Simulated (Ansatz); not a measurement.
bis(4-tert-butylphenyl)iodonium hydroxide, `CC(C)(C)c1ccc([I+]c2ccc(C(C)(C)C)cc2)cc1.[OH-]` was relaxed with PBE-D4 (def2-SVP) in Ansatz in these states: charge -1 doublet, neutral singlet. The geometries follow in no particular order.

In the def2 sets I takes a core potential; there is no spin–orbit coupling. Single mean-field runs in def2-SVP are fitted with def2-universal-jkfit.

A:

```xyz
49

C    -3.016   -5.587   -3.366
C    -3.378   -4.159   -3.835
C    -4.907   -3.998   -3.759
C    -2.941   -3.971   -5.305
C    -2.641   -3.135   -2.954
C    -1.229   -3.142   -2.899
C    -0.509   -2.233   -2.110
C    -1.213   -1.289   -1.353
I    -0.354    0.350   -0.075
C     1.052    1.519    1.234
C     2.448    1.480    1.217
C     3.170    2.345    2.060
C     2.523    3.250    2.925
C     3.287    4.198    3.867
C     2.892    5.659    3.553
C     4.812    4.066    3.713
C     2.914    3.864    5.330
C     1.110    3.262    2.916
C     0.377    2.406    2.081
C    -2.608   -1.253   -1.382
C    -3.316   -2.171   -2.179
H    -3.320   -5.747   -2.311
H    -1.927   -5.780   -3.435
H    -3.533   -6.344   -3.992
H    -5.396   -4.753   -4.407
H    -5.235   -2.998   -4.108
H    -5.288   -4.147   -2.729
H    -1.849   -4.114   -5.432
H    -3.455   -4.705   -5.960
H    -3.191   -2.953   -5.666
H    -0.663   -3.878   -3.492
H     0.588   -2.248   -2.070
H     2.960    0.776    0.547
H     4.268    2.301    2.028
H     1.805    5.833    3.690
H     3.430    6.359    4.226
H     3.146    5.923    2.507
H     5.166    3.044    3.958
H     5.145    4.308    2.683
H     5.321    4.769    4.403
H     3.447    4.540    6.031
H     1.827    3.978    5.513
H     3.190    2.820    5.580
H     0.561    3.949    3.579
H    -0.728    2.439    2.102
H    -3.169   -0.512   -0.783
H    -4.414   -2.124   -2.182
O     1.425   -0.807   -0.374
H     1.416   -1.388    0.417
```

B:

```
atom   x (Å)   y (Å)   z (Å)
  C1  -6.203  -2.542  -2.602
  C2  -4.929  -3.075  -3.296
  C3  -5.113  -2.920  -4.816
  C4  -4.769  -4.580  -2.982
  C5  -3.701  -2.307  -2.771
  C6  -3.383  -2.346  -1.393
  C7  -2.277  -1.659  -0.870
  C8  -1.448  -0.905  -1.717
  I9   0.361   0.241  -0.746
 C10   1.966   1.217   0.669
 C11   1.909   0.912   2.036
 C12   2.833   1.479   2.934
 C13   3.838   2.366   2.495
 C14   4.863   3.015   3.446
 C15   6.294   2.632   3.006
 C16   4.675   2.562   4.905
 C17   4.708   4.552   3.397
 C18   3.882   2.663   1.113
 C19   2.961   2.096   0.215
 C20  -1.747  -0.855  -3.085
 C21  -2.858  -1.547  -3.607
 H22  -6.345  -1.463  -2.819
 H23  -6.141  -2.653  -1.501
 H24  -7.106  -3.089  -2.951
 H25  -6.007  -3.488  -5.151
 H26  -4.237  -3.307  -5.375
 H27  -5.259  -1.860  -5.105
 H28  -4.660  -4.758  -1.894
 H29  -5.652  -5.156  -3.336
 H30  -3.866  -4.989  -3.478
 H31  -4.017  -2.931  -0.704
 H32  -2.016  -1.677   0.209
 H33   1.105   0.223   2.369
 H34   2.757   1.216   4.001
 H35   6.502   2.963   1.969
 H36   7.053   3.099   3.671
 H37   6.432   1.532   3.039
 H38   3.672   2.834   5.292
 H39   4.792   1.465   5.011
 H40   5.433   3.049   5.554
 H41   5.444   5.049   4.066
 H42   4.862   4.942   2.371
 H43   3.690   4.853   3.717
 H44   4.651   3.354   0.724
 H45   3.031   2.355  -0.858
 H46  -1.111  -0.270  -3.775
 H47  -3.060  -1.482  -4.688
 O48  -0.652  -0.825   1.645
 H49  -1.156   0.017   1.669
```

Problem. Judge from the bond lengths which geometry belongs to which state (an estimate).

Solution. A is the neutral singlet (I9–O48 2.143 Å, I9–C10 2.249 Å, C8–I9 2.249 Å); B is the charge -1 doublet (I9–O48 2.807 Å, I9–C10 2.352 Å, C8–I9 2.351 Å).

The charge -1 doublet has come apart into loosely held pieces.
